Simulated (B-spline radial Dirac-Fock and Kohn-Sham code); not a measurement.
## Dipole and non-dipole photoemission parameters of Se²⁺ 3p1/2

System: selenium as Se²⁺, configuration [Ar] 3d10 4s2 4p2; threshold 193.5 eV (orbital energy of the model). The computed values come from a radial finite-basis atomic code: Dirac-Hartree-Slater photoionisation with a Latter tail; cross sections with all multipoles, angular parameters from the dipole term and its interference with E2.

| hν (eV) | σ (kb) | β | γ | δ |
| --- | --- | --- | --- | --- |
| 211 | 189 | -0.283 | -0.159 | 0.094 |
| 384 | 189 | 1.327 | 0.151 | 0.010 |
| 400 | 182 | 1.361 | 0.133 | 0.008 |
| 471 | 155 | 1.468 | 0.064 | 0.003 |
| 499 | 144 | 1.496 | 0.043 | 0.002 |
| 583 | 118 | 1.552 | 0.000 | 0.000 |
| 723 | 84.8 | 1.596 | -0.023 | 0.001 |
| 930 | 54.7 | 1.613 | 0.004 | 0.002 |
| 972 | 50.4 | 1.613 | 0.014 | 0.003 |
| 986 | 49.0 | 1.613 | 0.018 | 0.003 |
| 1230 | 31.7 | 1.602 | 0.091 | 0.005 |
| 1253.6 | 30.5 | 1.600 | 0.099 | 0.005 |
| 1750 | 14.7 | 1.553 | 0.267 | 0.011 |
| 1830 | 13.2 | 1.544 | 0.293 | 0.012 |
| 2220 | 8.33 | 1.502 | 0.416 | 0.017 |
| 4000 | ? | ? | ? | ? |
| 4110 | 1.67 | 1.317 | 0.859 | 0.049 |
| 9251.7 | 0.153 | 0.992 | 1.450 | 0.143 |
| 9310 | 0.150 | 0.989 | 1.454 | 0.144 |
| 9480 | 0.142 | 0.981 | 1.466 | 0.147 |
| 11000 | 0.0887 | 0.916 | 1.568 | 0.173 |
| 12000 | 0.0672 | 0.878 | 1.625 | 0.190 |
| 13400 | 0.0470 | 0.830 | 1.695 | 0.214 |

Question: Give the values at 4000 eV.

Answer: σ = 1.80 kb, β = 1.326, γ = 0.838, δ = 0.047.
